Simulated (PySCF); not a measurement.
Z-matrix (Å, degrees):
```
N
C 1 1.4484
H 2 1.1048 1 110.58
H 2 1.1073 3 107.66 1 -121.93
H 2 1.1076 3 107.25 4 -115.79
C 1 1.4490 2 114.87 3 -178.15
H 6 1.1054 1 110.51 2 178.07
H 6 1.1071 7 107.62 1 121.92
H 6 1.1075 7 107.13 8 115.84
Hf 1 2.0033 2 123.68 3 0.31
H 10 1.8582 1 102.20 2 -94.97
H 10 1.8670 11 109.23 1 115.91
H 10 1.8684 11 110.24 1 -118.06
```
Charge 0, spin multiplicity 1.

What is the computed dipole moment, charge on the central atom (Mulliken), total energy, HOMO–LUMO gap and LUMO (PySCF with TPSSh-D3(BJ)/def2-TZVP // r2SCAN-D4/def2-SVP)?


```json
{
 "dipole_moment": "2.52 D",
 "charge on the central atom (Mulliken)": "0.79 e",
 "total_energy": "-184.4400 Ha",
 "HOMO–LUMO gap": "4.60 eV",
 "LUMO": "-1.78 eV"
}
```
